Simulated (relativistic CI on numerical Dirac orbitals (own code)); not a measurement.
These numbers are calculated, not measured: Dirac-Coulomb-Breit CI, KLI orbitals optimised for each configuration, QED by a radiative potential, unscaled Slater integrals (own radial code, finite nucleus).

The strongest absorption lines from the ground level of an ion, among the configurations computed and to levels below about 1300 eV (vacuum wavelength in Å, gf): 31.264 (0.95), 33.914 (1.3), 41.965 (0.14), 44.596 (0.15), 44.888 (1.2), 45.072 (0.34), 45.646 (0.35), 45.842 (0.22).

(1) Which ion is it?
A. Pm XLII
B. La XXXVIII
C. Pm XLIV
D. I XXXIV

## Answers

(1) A. Pm XLII has 20 electrons and the ground level 3s²3p⁶3d² ³F2; the strongest line goes to 3s²3p⁵3d³ ³F°2. The pattern of lines fixes the number of electrons, and along that sequence the line energies rise steadily with the charge (about as its square where n changes within one kind of shell, about linearly where n is kept but much faster in heavy ions where fine structure, which grows about as Z⁴, sets the gap, and irregularly where shells cross), which fixes Z. Configurations outside the model, such as inner-shell arrays, can give stronger lines. At this charge energies of transitions that change n are usually good to better than 1 %, and those within a shell (Δn = 0) to a few per cent.

LS names give the leading component of a level, which can be under half, so a name can repeat, a term be missing and a line seem to break the LS rules.
